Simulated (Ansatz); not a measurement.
Geometry optimisation, RKS BLYP-D4/def2-SVP in Ansatz.

Input file:

```yaml
crystal:
  periodic: [false, false, false]
  atoms:
    - { symbol: Sn, position_ang: [0.677634, 0.447096, -0.778052] }
    - { symbol: O, position_ang: [-0.036878, 0.976089, 2.272692] }
    - { symbol: H, position_ang: [-0.672211, 1.249267, 2.964869] }
    - { symbol: H, position_ang: [0.897671, 0.955853, -2.416837] }
    - { symbol: O, position_ang: [-1.169293, 1.122086, -0.136446] }
    - { symbol: H, position_ang: [-1.823161, 0.405263, -0.046278] }
    - { symbol: H, position_ang: [0.737958, -1.256015, -0.44983] }
    - { symbol: O, position_ang: [1.621224, 1.610026, 0.479607] }
    - { symbol: Al, position_ang: [1.885604, 1.409292, 2.225199] }
    - { symbol: H, position_ang: [2.654753, 0.081809, 2.688929] }
    - { symbol: H, position_ang: [2.078519, 2.783409, 3.024185] }
    - { symbol: H, position_ang: [-0.39942, 1.273125, 1.37396] }
basis:
  gaussian: { orbitals: def2-SVP }
hamiltonian:
  xc: blyp
  dispersion: d4
relax:
  f_tol: 0.03
  max_steps: 50
```

Launched with:

```bash
$ ansatz run input.yaml --threads 4 --pin off --max-ram 5120MiB --backend cpu --events-out ev --progress --plain --runs-dir out
```

Question: Where does it end, and by what steps?

Answer: The forces met the threshold. The force dipped under the threshold on the way, but the program's further checks kept it going. After 16 steps the energy has fallen by 0.437 eV; H3 moved furthest, 1.31 Å.

```
step  energy less start (eV)  largest force component (eV/Å)  accepted
   0                  0.0000                           0.788       yes
   1                 -0.2068                           0.353       yes
   2                 -0.2719                           0.392       yes
   3                 -0.3161                           0.363       yes
   4                 -0.3592                           0.161       yes
   5                 -0.3885                           0.153       yes
   6                 -0.4084                           0.182       yes
   7                 -0.4223                           0.119       yes
   8                 -0.4166                           0.786        no
   9                 -0.4281                           0.067       yes
  10                 -0.4302                           0.178       yes
  11                 -0.4332                           0.191       yes
  12                 -0.4352                           0.023       yes
  13                 -0.4360                           0.071       yes
  14                 -0.4364                           0.125       yes
  15                 -0.4367                           0.081       yes
  16                 -0.4368                           0.008       yes
```

```xyz
12
Properties=species:S:1:pos:R:3
Sn 0.758 0.525 -0.869
O -0.199 1.514 2.412
H -0.473 2.450 2.477
H 0.475 1.572 -2.213
O -1.040 0.506 0.211
H -1.421 -0.391 0.293
H 1.106 -1.141 -1.214
O 1.906 1.390 0.467
Al 1.753 1.247 2.246
H 1.941 -0.251 2.787
H 2.323 2.524 3.026
H -0.676 1.111 1.578
```

Time of the run: 29 s on 4 threads of Arm Neoverse V1, with other jobs on the host, peak memory 0.18 GiB.
